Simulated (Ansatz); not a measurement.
Stretching the Sn1–F2 bond in F2Sn (SMILES [F][Sn][F]) (multiplicity 1 held, fragments rigid). Energies count from the point at 1.948 Å.
Geometry at that point (charge 0, multiplicity 1):
```xyz
3

Sn     0.02632    -0.01584     0.34295
F      0.65456     1.29847    -0.95056
F     -0.80080    -1.21048    -0.95473
```

R- and RO- levels are restricted; in cc, def2 and unpolarised 6-31G sets they are followed outwards from rest. Unrestricted levels (U-) break spin symmetry where that is lower. Curves can end on different states.

Cores are frozen in the correlated methods. Filled d and f shells under p-block atoms count as core.

The values were computed with Ansatz (an electronic-structure program). Each number belongs to the level named beside it. In def2 rows elements past Kr take small-core potentials, without spin–orbit coupling.

Energies in eV.

```csv
R (Å),U-HF/def2-SVP,U-MP2/def2-SVP,U-CCSD/def2-SVP,R-CCSD(T)/def2-SVP,R-CCSDT(Q)/def2-SVP
1.559,3.46,3.75,3.72,3.75,3.76
1.753,0.54,0.66,0.65,0.67,0.67
1.948,0.00,0.00,0.00,0.00,0.00
2.143,0.40,0.33,0.33,0.32,0.31
2.338,1.13,1.01,1.01,0.98,0.96
2.630,2.31,2.16,2.15,2.09,2.05
2.922,3.10,4.25,3.20,3.05,2.99
3.409,3.34,5.04,4.36,4.11,3.99
3.896,3.38,5.22,4.82,3.87,4.42
4.481,3.40,5.25,4.85,-0.96,4.67
5.260,3.41,5.26,4.86,-13.78,4.45
6.234,3.41,5.26,4.86,-19.15,4.36
```

Doubts at one or more of the structures used: a spin-contaminated determinant (U-HF/def2-SVP, U-MP2/def2-SVP, U-CCSD/def2-SVP); T1 above 0.05 (U-CCSD/def2-SVP, R-CCSD(T)/def2-SVP, R-CCSDT(Q)/def2-SVP); a restricted determinant that unrestricted orbitals would lower (R-CCSD(T)/def2-SVP, R-CCSDT(Q)/def2-SVP); other coupled-cluster roots lie near (R-CCSD(T)/def2-SVP, R-CCSDT(Q)/def2-SVP).
